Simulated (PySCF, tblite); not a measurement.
Compound: C5H14BOP.
SMILES: `C=C[B@-](C)([PH3+])OCC`

Jobs on this species (22 atoms, 72 electrons) with PySCF (density fitting) and tblite. Hardware of each: Arm Neoverse V2, one thread, no GPU, shared host. The host was shared with other jobs, so the times are rough.

```
level and settings                                                                        work  basis functions  SCF cycles  wall time
     PBE0/pcSseg-1  shieldings, charges and field gradients, density and orbital grids written              213           ?          ?
          GFN2-xTB                                               Hessian by finite differences                –           –     0.74 s
          GFN2-xTB                                                           L-BFGS relaxation                –           –     0.83 s
```

Problem. Fill in the missing figures.

Solution. 
- PBE0/pcSseg-1; shieldings, charges and field gradients, density and orbital grids written: 48 s, 12 SCF cycles

Problem. What do all jobs in the table cost together?

Solution. About 50 s; the longest takes about 97 % of that, and about 65 times as long as the shortest.

***

C₆H₇FN₂Si.
SMILES: `C[SiH2]/C(C#N)=C(\C#N)CF`

Jobs on this species (17 atoms, 80 electrons) with PySCF (density fitting) and tblite. Hardware of each: one thread of an Arm Neoverse N1, on a shared host. The host was shared with other jobs, so the times are rough.

```csv
level and settings,work,basis functions,SCF cycles,wall time
GFN2-xTB,L-BFGS relaxation,–,–,?
PBE0/pcSseg-1,"shieldings, charges and field gradients, density and orbital grids written",212,15,92 s
GFN2-xTB,Hessian by finite differences,–,–,1.2 s
```

Task: Fill in the missing figures.

Result: 
- GFN2-xTB; L-BFGS relaxation: 1.6 s

Task: What do all jobs in the table cost together?

Result: About 95 s; the longest takes about 97 % of that, and about 77 times as long as the shortest.
